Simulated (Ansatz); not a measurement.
## Nudged elastic band run: BH₇OSi₃

Input file:

```yaml
crystal:
  periodic: [false, false, false]
  atoms:
    - { symbol: O, position_ang: [-0.097969, 1.030187, 3.314765] }
    - { symbol: Si, position_ang: [-0.013344, 0.507361, 1.687386] }
    - { symbol: B, position_ang: [-1.089101, -0.77854, 0.957033] }
    - { symbol: Si, position_ang: [-0.800608, -1.067367, -0.809254] }
    - { symbol: Si, position_ang: [0.704786, -0.04784, -2.135795] }
    - { symbol: H, position_ang: [0.625432, 1.766427, 3.388302] }
    - { symbol: H, position_ang: [1.02954, 1.29117, 1.010369] }
    - { symbol: H, position_ang: [-1.896772, -1.34057, 1.587077] }
    - { symbol: H, position_ang: [-1.588461, -2.020582, -1.591496] }
    - { symbol: H, position_ang: [2.016113, 0.050897, -1.509084] }
    - { symbol: H, position_ang: [0.880507, -0.7604, -3.393096] }
    - { symbol: H, position_ang: [0.306777, 1.314158, -2.472207] }
basis:
  gaussian: { orbitals: STO-3G }
hamiltonian:
  xc: pbe
  dispersion: d4
neb:
  order_check: false
  images: 9
  f_tol: 0.03
  max_iterations: 60
  final_atoms:
    - { symbol: O, position_ang: [-0.4767095, 1.33113128, 2.46081058] }
    - { symbol: Si, position_ang: [0.76005506, 0.70837237, 0.96729515] }
    - { symbol: B, position_ang: [-0.1478832, -0.94452448, 1.12064698] }
    - { symbol: Si, position_ang: [-0.58911816, -0.66056796, -0.63540057] }
    - { symbol: Si, position_ang: [0.80327346, -0.13651725, -2.32118895] }
    - { symbol: H, position_ang: [0.11830817, 1.37187971, 3.3049145] }
    - { symbol: H, position_ang: [-0.89892112, 0.38225063, 2.57527816] }
    - { symbol: H, position_ang: [-0.94595795, -1.29699287, 1.92668274] }
    - { symbol: H, position_ang: [-1.95691774, -0.74910738, -1.15441382] }
    - { symbol: H, position_ang: [2.20025058, -0.20511413, -1.91718851] }
    - { symbol: H, position_ang: [0.63942593, -1.05773357, -3.44089576] }
    - { symbol: H, position_ang: [0.57109447, 1.20182464, -2.85254051] }
  initial_path:
    images:
      - { positions_ang: [[-0.097969, 1.030187, 3.314765], [-0.013344, 0.507361, 1.687386], [-1.089101, -0.77854, 0.957033], [-0.800608, -1.067367, -0.809254], [0.704786, -0.04784, -2.135795], [0.625432, 1.766427, 3.388302], [1.02954, 1.29117, 1.010369], [-1.896772, -1.34057, 1.587077], [-1.588461, -2.020582, -1.591496], [2.016113, 0.050897, -1.509084], [0.880507, -0.7604, -3.393096], [0.306777, 1.314158, -2.472207]] }
      - { positions_ang: [[-0.19907578, 1.04694777, 3.16030229], [0.0557383, 0.49257134, 1.61603363], [-0.93538503, -0.90935807, 0.94504292], [-0.75488277, -0.84614536, -0.7350381], [0.70264374, -0.07054158, -2.15348803], [0.38910254, 1.84301705, 3.18590771], [0.9311755, 1.14451003, 1.32382951], [-1.58613395, -1.58314312, 1.51254278], [-1.68407158, -1.54183101, -1.37790475], [2.02224233, -0.06436803, -1.55428479], [0.73656311, -0.84641551, -3.33166233], [0.39898359, 1.27965749, -2.55728083]] }
      - { positions_ang: [[-0.30018256, 1.06370853, 3.00583957], [0.1248206, 0.47778168, 1.54468126], [-0.78166906, -1.04017615, 0.93305284], [-0.70915753, -0.62492371, -0.66082221], [0.70050149, -0.09324316, -2.17118106], [0.15277308, 1.9196071, 2.98351342], [0.83281099, 0.99785007, 1.63729003], [-1.2754959, -1.82571624, 1.43800855], [-1.77968217, -1.06308002, -1.1643135], [2.02837167, -0.17963306, -1.59948558], [0.59261921, -0.93243102, -3.27022866], [0.49119018, 1.24515697, -2.64235467]] }
      - { positions_ang: [[-0.40128935, 1.0804693, 2.85137686], [0.1939029, 0.46299203, 1.47332889], [-0.62795309, -1.17099422, 0.92106276], [-0.6634323, -0.40370207, -0.58660631], [0.69835923, -0.11594474, -2.18887409], [-0.08355638, 1.99619715, 2.78111913], [0.73444649, 0.8511901, 1.95075054], [-0.96485784, -2.06828936, 1.36347433], [-1.87529275, -0.58432903, -0.95072225], [2.034501, -0.29489808, -1.64468637], [0.44867532, -1.01844654, -3.20879499], [0.58339677, 1.21065646, -2.7274285]] }
      - { positions_ang: [[-0.50239613, 1.09723006, 2.69691414], [0.2629852, 0.44820237, 1.40197651], [-0.47423712, -1.30181229, 0.90907268], [-0.61770706, -0.18248043, -0.51239042], [0.69621698, -0.13864632, -2.20656711], [-0.31988584, 2.07278719, 2.57872484], [0.63608198, 0.70453014, 2.26421106], [-0.65421979, -2.31086248, 1.2889401], [-1.97090333, -0.10557803, -0.737131], [2.04063033, -0.41016311, -1.68988716], [0.30473142, -1.10446205, -3.14736132], [0.67560336, 1.17615595, -2.81250233]] }
      - { positions_ang: [[-0.60350291, 1.11399083, 2.54245143], [0.3320675, 0.43341271, 1.33062414], [-0.32052115, -1.43263037, 0.8970826], [-0.57198183, 0.03874122, -0.43817452], [0.69407472, -0.1613479, -2.22426014], [-0.5562153, 2.14937724, 2.37633055], [0.53771748, 0.55787017, 2.57767157], [-0.34358174, -2.5534356, 1.21440588], [-2.06651392, 0.37317296, -0.52353975], [2.04675967, -0.52542814, -1.73508795], [0.16078753, -1.19047756, -3.08592765], [0.76780995, 1.14165544, -2.89757616]] }
      - { positions_ang: [[-0.57814423, 1.15741892, 2.52612326], [0.41766501, 0.48840464, 1.25795834], [-0.28599356, -1.33500919, 0.94179548], [-0.57540909, -0.10112062, -0.47761973], [0.71591447, -0.15638177, -2.24364591], [-0.42131061, 1.99387774, 2.56204734], [0.25038976, 0.52274626, 2.57719289], [-0.46405698, -2.30214705, 1.35686125], [-2.04459468, 0.14871689, -0.64971457], [2.07745785, -0.46136534, -1.77150806], [0.25651521, -1.16392876, -3.15692127], [0.72846685, 1.15368928, -2.88856903]] }
      - { positions_ang: [[-0.55278555, 1.20084701, 2.50979509], [0.50326252, 0.54339658, 1.18529255], [-0.25146597, -1.23738801, 0.98650835], [-0.57883636, -0.24098245, -0.51706494], [0.73775422, -0.15141564, -2.26303167], [-0.28640591, 1.83837823, 2.74776413], [-0.03693796, 0.48762236, 2.57671421], [-0.58453222, -2.05085851, 1.49931662], [-2.02267545, -0.07573918, -0.77588938], [2.10815603, -0.39730253, -1.80792817], [0.35224289, -1.13737997, -3.22791489], [0.68912376, 1.16572312, -2.8795619]] }
      - { positions_ang: [[-0.52742686, 1.2442751, 2.49346692], [0.58886003, 0.59838851, 1.11262675], [-0.21693838, -1.13976683, 1.03122123], [-0.58226362, -0.38084429, -0.55651015], [0.75959397, -0.14644951, -2.28241743], [-0.15150122, 1.68287872, 2.93348092], [-0.32426568, 0.45249845, 2.57623552], [-0.70500747, -1.79956996, 1.641772], [-2.00075621, -0.30019524, -0.90206419], [2.13885422, -0.33323973, -1.84434828], [0.44797057, -1.11083117, -3.29890851], [0.64978066, 1.17775696, -2.87055477]] }
      - { positions_ang: [[-0.50206818, 1.28770319, 2.47713875], [0.67445755, 0.65338044, 1.03996095], [-0.18241079, -1.04214565, 1.07593411], [-0.58569089, -0.52070612, -0.59595536], [0.78143371, -0.14148338, -2.30180319], [-0.01659653, 1.52737922, 3.11919771], [-0.6115934, 0.41737454, 2.57575684], [-0.82548271, -1.54828142, 1.78422737], [-1.97883698, -0.52465131, -1.02823901], [2.1695524, -0.26917693, -1.8807684], [0.54369825, -1.08428237, -3.36990213], [0.61043757, 1.1897908, -2.86154764]] }
      - { positions_ang: [[-0.4767095, 1.33113128, 2.46081058], [0.76005506, 0.70837237, 0.96729515], [-0.1478832, -0.94452448, 1.12064698], [-0.58911816, -0.66056796, -0.63540057], [0.80327346, -0.13651725, -2.32118895], [0.11830817, 1.37187971, 3.3049145], [-0.89892112, 0.38225063, 2.57527816], [-0.94595795, -1.29699287, 1.92668274], [-1.95691774, -0.74910738, -1.15441382], [2.20025058, -0.20511413, -1.91718851], [0.63942593, -1.05773357, -3.44089576], [0.57109447, 1.20182464, -2.85254051]] }
```

Launched with:

```bash
$ ansatz run input.yaml --threads 1 --pin off --max-ram 2048MiB --backend cpu --events-out ev --progress --plain --runs-dir out
```

Output, in part (warnings, iteration lines, the closing report on the highest movable image, with atoms numbered from 0):

```
NEB end point (image 0): max|allowed force component| = 9.739e-3 eV/Å (the criterion of neb.relax_end_points is 1.000e-2)
NEB end point (image 10): max|allowed force component| = 1.836e-2 eV/Å (the criterion of neb.relax_end_points is 1.000e-2)
NEB iter   1: max|band force component| = 4.817e1 eV/Å  barrier→ = 19.2501 eV  barrier← = 17.1888 eV  Δτ_max = 0.1993 Å  (293 SCF iters)
NEB iter   2: max|band force component| = 1.429e1 eV/Å  barrier→ = 5.6072 eV  barrier← = 3.5459 eV  Δτ_max = 0.1981 Å  (277 SCF iters)
NEB iter   3: max|band force component| = 9.053e0 eV/Å  barrier→ = 3.5004 eV  barrier← = 1.4392 eV  Δτ_max = 0.1964 Å  (257 SCF iters)
NEB iter   4: max|band force component| = 3.808e0 eV/Å  barrier→ = 3.1416 eV  barrier← = 1.0803 eV  Δτ_max = 0.2000 Å  (264 SCF iters)
NEB iter   5: max|band force component| = 2.460e0 eV/Å  barrier→ = 2.9203 eV  barrier← = 0.8590 eV  Δτ_max = 0.2000 Å  (265 SCF iters)
NEB iter   6: max|band force component| = 1.580e0 eV/Å  barrier→ = 2.7553 eV  barrier← = 0.6940 eV  Δτ_max = 0.2000 Å  (256 SCF iters)
NEB iter   7: max|band force component| = 9.054e-1 eV/Å  barrier→ = 2.5925 eV  barrier← = 0.5312 eV  Δτ_max = 0.2000 Å  (251 SCF iters)
NEB iter   8: max|band force component| = 5.817e-1 eV/Å  barrier→ = 2.5889 eV  barrier← = 0.5276 eV  Δτ_max = 0.2000 Å  (244 SCF iters)
NEB iter   9: max|band force component| = 6.192e-1 eV/Å  barrier→ = 2.7718 eV  barrier← = 0.7105 eV  Δτ_max = 0.1002 Å  (257 SCF iters)
NEB iter  10: max|band force component| = 5.606e-1 eV/Å  barrier→ = 3.0256 eV  barrier← = 0.9643 eV  Δτ_max = 0.1009 Å  (254 SCF iters)
NEB iter  11: max|band force component| = 6.939e-1 eV/Å  barrier→ = 3.1858 eV  barrier← = 1.1245 eV  Δτ_max = 0.0501 Å  (254 SCF iters)
NEB iter  12: max|band force component| = 4.708e-1 eV/Å  barrier→ = 3.1337 eV  barrier← = 1.0724 eV  CI = image 5  Δτ_max = 0.0500 Å  (253 SCF iters)
NEB iter  13: max|band force component| = 3.761e-1 eV/Å  barrier→ = 3.1045 eV  barrier← = 1.0432 eV  CI = image 5  Δτ_max = 0.0999 Å  (253 SCF iters)
NEB iter  14: max|band force component| = 2.269e-1 eV/Å  barrier→ = 3.0396 eV  barrier← = 0.9783 eV  CI = image 5  Δτ_max = 0.0997 Å  (245 SCF iters)
NEB iter  15: max|band force component| = 2.827e-1 eV/Å  barrier→ = 3.0097 eV  barrier← = 0.9484 eV  CI = image 5  Δτ_max = 0.0500 Å  (250 SCF iters)
NEB iter  16: max|band force component| = 1.774e-1 eV/Å  barrier→ = 2.9986 eV  barrier← = 0.9373 eV  CI = image 5  Δτ_max = 0.0499 Å  (251 SCF iters)
NEB iter  17: max|band force component| = 1.238e-1 eV/Å  barrier→ = 2.9894 eV  barrier← = 0.9281 eV  CI = image 5  Δτ_max = 0.0994 Å  (229 SCF iters)
NEB iter  18: max|band force component| = 8.333e-2 eV/Å  barrier→ = 2.9774 eV  barrier← = 0.9161 eV  CI = image 5  Δτ_max = 0.0694 Å  (244 SCF iters)
NEB iter  19: max|band force component| = 1.342e-1 eV/Å  barrier→ = 2.9775 eV  barrier← = 0.9162 eV  CI = image 5  Δτ_max = 0.0347 Å  (249 SCF iters)
NEB iter  20: max|band force component| = 1.154e-1 eV/Å  barrier→ = 2.9743 eV  barrier← = 0.9130 eV  CI = image 5  Δτ_max = 0.0347 Å  (248 SCF iters)
NEB iter  21: max|band force component| = 5.301e-2 eV/Å  barrier→ = 2.9733 eV  barrier← = 0.9120 eV  CI = image 5  Δτ_max = 0.0323 Å  (242 SCF iters)
NEB iter  22: max|band force component| = 4.953e-2 eV/Å  barrier→ = 2.9722 eV  barrier← = 0.9109 eV  CI = image 5  Δτ_max = 0.0338 Å  (215 SCF iters)
NEB iter  23: max|band force component| = 3.863e-2 eV/Å  barrier→ = 2.9713 eV  barrier← = 0.9100 eV  CI = image 5  Δτ_max = 0.0435 Å  (222 SCF iters)
NEB iter  24: max|band force component| = 3.601e-2 eV/Å  barrier→ = 2.9706 eV  barrier← = 0.9093 eV  CI = image 5  Δτ_max = 0.0476 Å  (230 SCF iters)
NEB iter  25: max|band force component| = 2.324e-2 eV/Å  barrier→ = 2.9702 eV  barrier← = 0.9089 eV  CI = image 5  Δτ_max = 0.0198 Å  (228 SCF iters)
NEB iter  26: max|band force component| = 5.076e-2 eV/Å  barrier→ = 2.9698 eV  barrier← = 0.9085 eV  CI = image 5  Δτ_max = 0.0510 Å  (29 SCF iters)
NEB iter  27: max|band force component| = 1.459e-2 eV/Å  barrier→ = 2.9696 eV  barrier← = 0.9083 eV  CI = image 5  Δτ_max = 0.0127 Å  (233 SCF iters)
NEB iter  28: max|band force component| = 3.201e-2 eV/Å  barrier→ = 2.9695 eV  barrier← = 0.9082 eV  CI = image 5  Δτ_max = 0.0292 Å  (23 SCF iters)
NEB iter  29: max|band force component| = 1.412e-2 eV/Å  barrier→ = 2.9694 eV  barrier← = 0.9081 eV  CI = image 5  Δτ_max = 0.0000 Å  (459 SCF iters)
Total energy: -26138.32283955 eV, -960.5656471619 hartree
Atom 0 at    -0.052169     1.067620     2.904980 Å, force     0.000250    -0.000746    -0.001920 eV/Å
Atom 1 at     0.428105     0.078219     1.322026 Å, force     0.003952     0.003062     0.004634 eV/Å
Atom 2 at    -0.556256    -1.486245     1.017744 Å, force    -0.000734    -0.000105    -0.006323 eV/Å
Atom 3 at    -0.792239    -0.530217    -0.586702 Å, force    -0.004795    -0.005959    -0.000470 eV/Å
Atom 4 at     0.759741    -0.068129    -2.150907 Å, force     0.003693     0.004286     0.003948 eV/Å
Atom 5 at    -0.660170     1.808079     2.490450 Å, force    -0.001370    -0.000425     0.001520 eV/Å
Atom 6 at     1.065670     1.303041     2.080052 Å, force    -0.001228    -0.001244    -0.002517 eV/Å
Atom 7 at    -1.359204    -2.055788     1.658219 Å, force     0.000104     0.002476     0.002282 eV/Å
Atom 8 at    -2.129804    -0.293770    -1.136703 Å, force    -0.000737    -0.000352     0.000929 eV/Å
Atom 9 at     2.103053    -0.320788    -1.651587 Å, force     0.001016    -0.000209    -0.001999 eV/Å
Atom 10 at     0.567424    -0.883521    -3.343631 Å, force    -0.002469    -0.000520     0.001357 eV/Å
Atom 11 at     0.702748     1.326400    -2.569942 Å, force     0.002318    -0.000265    -0.001441 eV/Å
Dipole moment:     0.015569     0.492051    -0.086507 e Å
```

It converged. The band force fell under the threshold earlier too, but the program's further tests of the path sent the band on. Neighbouring images differ by up to 2.0 eV, so the band resolves the path poorly. A vibrational analysis at the climbing image gives one clearly imaginary mode, 992i cm⁻¹: a first-order saddle point. The orbitals stay closed-shell, which can raise the energy where a bond breaks towards radicals; this wasn't checked here. Limits of this set-up: minimal basis.

Final band (atoms are numbered from 1 in the order of the input):

```csv
image,path coordinate (Å),energy (kJ/mol),Si2–H7 (Å),O1–H7 (Å),Si2–Si4 (Å)
0,0.00,0.0,1.47,2.58,3.05
1,0.84,3.9,1.47,2.58,2.99
2,1.69,15.8,1.47,2.59,2.86
3,2.53,30.8,1.47,2.61,2.54
4,3.38,90.5,1.46,2.30,2.47
5,4.22,286.5,1.58,1.41,2.35
6,5.26,222.2,2.39,1.03,2.43
7,6.30,221.7,2.51,1.03,2.46
8,7.34,215.3,2.52,1.03,2.45
9,8.39,205.5,2.50,1.03,2.47
10,9.43,198.9,2.33,1.04,2.50
```

Time of the run: 11 min on 1 thread of Arm Neoverse V1, with other jobs on the host, peak memory 0.1 GiB.
